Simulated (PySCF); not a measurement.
**Si¹³⁺: ionisation energy**

Si¹³⁺ 1s1 (2S) → Si¹⁴⁺ (bare nucleus), as a difference of total energies. Calculation: PySCF 2.14, in an even-tempered Gaussian basis (15 s from 7.3 bohr⁻², ratio 2.2; 7 p from 11 bohr⁻², ratio 2.4; 4 d from 34 bohr⁻², ratio 2.4; 3 f from 51 bohr⁻², ratio 2.4; 3 g from 76 bohr⁻², ratio 2.4); the non-relativistic Hamiltonian (point nucleus). The calculations carry no spin-orbit coupling.

```tsv
method	ionisation energy (eV)
UHF	2666.7
LDA	2651.3
PBE	2664.4
PBE0	2665.0
r2SCAN	2666.7
r2SCAN0	2666.7
M06-L	2668.1
```

These non-relativistic numbers lack the scalar-relativistic shift.

For comparison: 2673.2 eV (theoretical estimate listed by NIST; NIST Atomic Spectra Database, ionization energies).
